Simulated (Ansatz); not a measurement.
`FCC(F)OC(F)F` + H₂ → `FCOC(F)F` + `CF`  (hydrogenolysis of a C–C bond)

Computed with Ansatz on PBE0-D4/def2-TZVP structures; ΔE is electronic, products minus reactants. CCSD(T)/CBS adds triple-zeta CCSD(T) − MP2 to the extrapolated MP2 energy (def2 sets, frozen cores). This one scheme is used for every species. One conformer a species, not always the lowest.

```
       species  CCSD(T)/CBS(def2) energy (Eh)
`FCC(F)OC(F)F`                     -590.89128
            H₂                       -1.17544
    `FCOC(F)F`                     -452.44638
          `CF`                     -139.63461
```

(1) Work out ΔE.

Largest T1 diagnostic among the species: 0.012.

Answers

(1) ΔE = (-452.44638) + (-139.63461) − (-590.89128) − (-1.17544) = -0.01427 Eh = -37.5 kJ/mol.

In def2-TZVPP, CCSD(T) changes the Hartree–Fock value by +18.3 kJ/mol (the triples alone add +4.0 kJ/mol) and MP2 by +19.6 kJ/mol. The D4 term adds +7.8 kJ/mol with B3LYP and +4.4 kJ/mol with PBE0; it sums over pairs of atoms, weighted by their polarisabilities, and B3LYP, whose exchange is more repulsive, gets the larger term.

B3LYP here is the variant with VWN-RPA as its local correlation; programs differ in this.
